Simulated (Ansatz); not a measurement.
Basis sets compared for the cluster YF3. Total charge 0; singlet. Geometry PBE-D4/def2-TZVP. Ansatz on 4 threads of Intel Xeon on a shared host; times are rough, and most runs start from earlier orbitals.

```csv
atom,x (Å),y (Å),z (Å)
Y1,0.0590,0.1308,0.0632
F2,-0.5528,-0.6791,1.7954
F3,-1.2872,1.0516,-1.1075
F4,1.7811,-0.5033,-0.7510
```

In the def2 sets Y takes a core potential; there is no spin–orbit coupling. The structure comes from a short search, and lower isomers may exist.

```tsv
level	functions	energy (Eh)	HOMO (eV)	LUMO (eV)	wall time
PBE-D4/def2-SVP	73	-337.6040	-8.32	-3.09	0.86 s
PBE-D4/def2-TZVP (with forces)	133	-337.9801	-8.56	-3.17	1.7 s
r2SCAN-D4/def2-TZVP	133	-338.1494	-8.97	-2.64	2.1 s
PBE0-D4/def2-SVP	73	-337.5810	-10.32	-2.37	1.2 s
PBE0-D4/def2-TZVP	133	-337.9553	-10.51	-2.43	1.6 s
```

Task: Estimate the rows for PBE-D4/def2-TZVPD, r2SCAN-D4/def2-TZVPD, PBE0-D4/def2-TZVPD.

Result: 
| level | functions | energy (Eh) | HOMO (eV) | LUMO (eV) | wall time |
| --- | --- | --- | --- | --- | --- |
| PBE-D4/def2-TZVPD | 160 | -337.9841 | -8.63 | -3.18 | 1.7 s |
| r2SCAN-D4/def2-TZVPD | 160 | -338.1531 | -9.01 | -2.61 | 3 s |
| PBE0-D4/def2-TZVPD | 160 | -337.9591 | -10.56 | -2.42 | 2.5 s |
